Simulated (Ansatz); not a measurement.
`OC(F)[SiH3]` and `OC([SiH3])Br` differ in one element.

Ansatz, PBE0-D4/def2-TZVP geometries, multiplicity 1. Each molecule was computed in one conformer, which needn't be the lowest.

Scalar relativity is left out up to krypton.

| property | `OC(F)[SiH3]` |
| --- | --- |
| ideal-gas entropy at 298 K and 1 bar (rigid rotor, harmonic PBE0-D4/def2-TZVP) / J/(mol·K) | 312 |
| HOMO energy (PBE0/def2-TZVPP) / eV | -8.50 |
| HOMO energy (ωB97M-V/def2-TZVPP) / eV | -10.82 |
| LUMO energy (PBE0/def2-TZVPP) / eV | 0.48 |
| size of the dipole moment (PBE/def2-TZVPP) / D | 1.69 |
| HOMO–LUMO gap (PBE/def2-TZVPP) / eV | 6.59 |

Question: Give the same properties after the change, and the shifts. (Estimate.)

Answer: Computed: 
```
                                                                                  property  `OC([SiH3])Br`  shift
ideal-gas entropy at 298 K and 1 bar (rigid rotor, harmonic PBE0-D4/def2-TZVP) / J/(mol·K)             333     21
                                                        HOMO energy (PBE0/def2-TZVPP) / eV           -7.81   0.69
                                                     HOMO energy (ωB97M-V/def2-TZVPP) / eV          -10.05   0.77
                                                        LUMO energy (PBE0/def2-TZVPP) / eV           -0.52  -1.00
                                            size of the dipole moment (PBE/def2-TZVPP) / D            1.88   0.19
                                                       HOMO–LUMO gap (PBE/def2-TZVPP) / eV            5.05  -1.54
```

With PBE0 the HOMO rises by 0.69 eV and the LUMO falls by 1.00 eV, so the gap narrows by about 1.69 eV. PBE moves the HOMO by 0.44 eV and ωB97M-V by 0.77 eV. Dipoles are sizes alone; their direction can turn.

Spin–orbit coupling is left out; it splits and shifts lone-pair levels of the heavy atoms by tenths of an eV.
